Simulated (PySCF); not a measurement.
Species: C3H12Si3.
SMILES with atom numbers: `[CH2:1]=[CH:2][CH2:3][SiH:4]([SiH3:5])[SiH3:6]` (hydrogens: H7, H8 on C1; H9 on C2; H10, H11 on C3; H12 on Si4; H13, H14, H15 on Si5; H16, H17, H18 on Si6)

Method: PySCF 2.14.0, PBE0-D3(BJ)/def2-SVP geometry optimisation, gas phase.

(1) Give the optimised bond lengths and angles.

## Answers

(1) 
| bond | length (Å) | order |
| --- | --- | --- |
| C1=C2 | 1.336 | double |
| C2–C3 | 1.492 | single |
| C3–Si4 | 1.910 | single |
| Si4–Si5, Si4–Si6 | 2.346 | single |
| C1–H7 | 1.093 | single |
| C1–H8 | 1.095 | single |
| C2–H9 | 1.098 | single |
| C3–H10, C3–H11 | 1.103 | single |
| Si4–H12 | 1.500 | single |
| Si5–H13 and 5 like bonds | 1.496 | single |

Bonds in one row agree within 0.01 Å and their mean is given. Orders are formal, as drawn. A selection of angles:
| angle | degrees |
| --- | --- |
| C2–C1–H7 | 121.3 |
| C2–C1–H8 | 121.5 |
| H7–C1–H8 | 117.1 |
| C1–C2–C3 | 125.3 |
| C1–C2–H9 | 118.6 |
| C3–C2–H9 | 116.0 |
| C2–C3–Si4 | 111.1 |
| C2–C3–H10 | 111.0 |
| Si4–C3–H10 | 107.2 |
| H10–C3–H11 | 107.6 |
| C3–Si4–Si5 | 110.4 |
| C3–Si4–H12 | 110.0 |
| Si5–Si4–Si6 | 108.5 |
| Si5–Si4–H12 | 109.4 |
| Si4–Si5–H13 | 111.5 |
| Si4–Si5–H15 | 109.0 |
| H13–Si5–H14 | 108.8 |
| H13–Si5–H15 | 108.3 |

Torsions: C1–C2–C3–Si4 104° (anticlinal); C2–C3–Si4–Si5 -174° (antiperiplanar). The mirror-image conformer, all signs reversed, is as good.

The 2 C–C bonds span 1.336 Å (C1=C2, drawn double) to 1.492 Å (C2–C3, drawn single), a spread of 0.156 Å. Si5 (SiH3 silicon) is tetrahedral (angles from 108.3° to 111.5°). Si4 (SiH silicon) is tetrahedral (angles from 108.5° to 110.4°). Of the pairs four or more bonds apart, C1···Si6 is among the closest relative to their van der Waals radii: 3.88 Å, 102 % of the sum of Bondi's values.

Point group: C1 (no symmetry element, even within 0.4 Å). Whether it is a minimum is left open (no frequencies). One conformer, not necessarily the lowest.

Hardware: an Arm Neoverse V2 with one thread, no GPU, on a shared host. Cost: 92 s, 0.63 GiB resident at most. That covers the optimisation of the geometry.
